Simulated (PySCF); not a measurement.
Computed shifts of a molecule CH8N2Si, HF/pcSseg-1 in PySCF, GIAO, gas phase, atoms alike by connectivity averaged where their shifts nearly agree, in ppm (number of nuclei): ²⁹Si: -22.6 (1). ¹³C: -0.2 (1). ¹⁵N: 29.1 (2). ¹H: 4.34 (1), 0.97 (2), 0.75 (2), 0.46 (3). References: ²⁹Si against TMS (σ = 393.8 ppm); ¹³C against TMS (σ = 192.6 ppm); ¹⁵N against NH3 (σ = 267.3 ppm); ¹H against TMS (σ = 31.99 ppm), references at their B3LYP-D3(BJ)/def2-TZVP geometries, non-relativistic. The structure is a stationary point at B3LYP-D3(BJ)/def2-SVP. One conformer was computed; it need not be the lowest.

Which structure fits?
(A) CN[SiH2]N
(B) C[SiH](N)N
(C) NC[SiH2]N

B, C[SiH](N)N
